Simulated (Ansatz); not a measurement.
Consider the redistribution: `N[SiH2]C(F)[TeH]` + `N[Si](F)(F)[SiH3]` → `N[SiH2][Si](N)(F)F` + `FC([SiH3])[TeH]`.

Gas-phase electronic energies from Ansatz, PBE0-D4/def2-TZVP geometries. CCSD(T)/CBS adds triple-zeta CCSD(T) − MP2 to the extrapolated MP2 energy (def2 sets, frozen cores). DFT in def2-TZVPP. B3LYP here is the variant with VWN-RPA as its local correlation; programs differ in this. Elements past krypton have def2 core potentials. For Te outer-core shells are correlated without core-valence functions, which leaves a few kJ/mol of doubt a bond. One conformer a species, not always the lowest.

```tsv
level	ΔE (kcal/mol)	difference from CCSD(T)/CBS
PBE-D4	4.6	-0.2
PBE0-D4	4.6	-0.2
B3LYP-D4	4.3	-0.5
ωB97X-V	4.3	-0.5
ωB97M-V	4.6	-0.2
r2SCAN	4.8	0.0
PBE0	4.4	-0.4
B3LYP	4.0	-0.8
HF/def2-TZVPP	3.8	-1.0
MP2/def2-TZVPP	4.9	0.1
HF/def2-QZVPP	3.8	-1.0
MP2/def2-QZVPP	4.9	0.1
SCS-MP2/def2-QZVPP	4.4	-0.4
HF/CBS(def2)	3.8	-1.0
MP2/CBS(def2)	4.9	0.1
CCSD/CBS(def2)	4.6	-0.2
CCSD(T)/CBS	4.8	0
```

Largest T1 diagnostic among the species: 0.012.

In def2-TZVPP, CCSD(T) changes the Hartree–Fock value by +0.9 kcal/mol (the triples alone add +0.2 kcal/mol) and MP2 by +1.0 kcal/mol.
